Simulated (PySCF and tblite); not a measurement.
The numbers below are computed, except where a source is named.
System: C₆H₁₁N, numbered as in [CH2:1]=[C:2]1[CH2:3][CH2:4][NH:5][CH2:6][CH2:7]1.

The path came from a restrained scan, a climbing-image band and a saddle search at GFN2-xTB; energies are PBE0/pcSseg-1 + D3(BJ)//GFN2-xTB, thermal terms GFN2-xTB. Rates follow Eyring's equation with the number of equivalent paths and no tunnelling. Run with tblite and PySCF.

Q: Estimate the barrier and the room-temperature rate of the pyramidal inversion at N5.

A: The electronic barrier is 4.2 kcal/mol and ΔG‡(298 K) 3.0 kcal/mol, over a Cs saddle with an imaginary mode of 681i cm⁻¹ (GFN2-xTB). With 1 equivalent path, k is 3.9×10¹⁰ s⁻¹, a mean lifetime of the start of 25 ps against this motion. The end lies 0.8 kcal/mol below the start in free energy.
